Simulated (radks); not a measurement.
Results of a calculation; reference values are marked as such.
All-electron atom: Ca4+ in [Ne] 3s2 3p(up 2, down 2) (spins set by hand, not the high-spin state).

Level of theory: non-relativistic Kohn-Sham, BLYP, spin-polarised, spherical densities, point nucleus (a radial shooting solver on a logarithmic mesh with Libxc functionals).

Energy parts (hartree):
| part | energy |
|---|---|
| total | -672.53305 |
| kinetic | 671.95595 |
| electron-nucleus | -1559.90782 |
| Hartree | 249.85164 |
| exchange-correlation | -34.43282 |

Orbitals (lengths in bohr, moments of r in powers of bohr):
| orbital | occ. | eigenvalue (hartree) | <r^2> |
|---|---|---|---|
| 1s | 2 | -146.6162 | 0.008036 |
| 2s | 2 | -17.20625 | 0.1588 |
| 2p | 6 | -14.42398 | 0.1328 |
| 3s | 2 | -3.55586 | 1.390 |
| 3p | 4 | -2.83756 | 1.570 |

The highest occupied level is 3p at -77.214 eV. Virial ratio -V/T = 2.00086. The electron density at the nucleus is 5333 e/bohr^3. Summed over all electrons, <r^2> = 10.19 bohr^2, which gives a Langevin (diamagnetic) susceptibility term of -8.07 x 10^-6 cm^3/mol.
